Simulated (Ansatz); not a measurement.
Input for Ansatz (a program for electronic structure): R-B3LYP/def2-TZVPP on O3Si3 (SMILES [o+]1[si-][o+][si-][o+][si-]1).

Ansatz 0.2 input:
```yaml
crystal:
  periodic: [false, false, false]
  atoms:
    - {symbol: Si, position_ang: [-0.00000000, 1.80316604, -0.00000000]}
    - {symbol: Si, position_ang: [-1.56158977, -0.90158133, 0.00000000]}
    - {symbol: Si, position_ang: [1.56158977, -0.90158133, 0.00000000]}
    - {symbol: O, position_ang: [-1.29905935, 0.75001345, -0.00000000]}
    - {symbol: O, position_ang: [0.00000000, -1.50003028, -0.00000000]}
    - {symbol: O, position_ang: [1.29905935, 0.75001345, 0.00000000]}
basis:
  gaussian:
    orbitals: def2-TZVPP
hamiltonian:
  xc: {name: B3LYP}
scf: {lower_state_search: off}
```

Give the final energy of this run.

-1094.5346 hartree.

How many basis functions does it have, and what does it roughly cost on one machine?

219 functions; about 6 core-seconds (a rough figure).
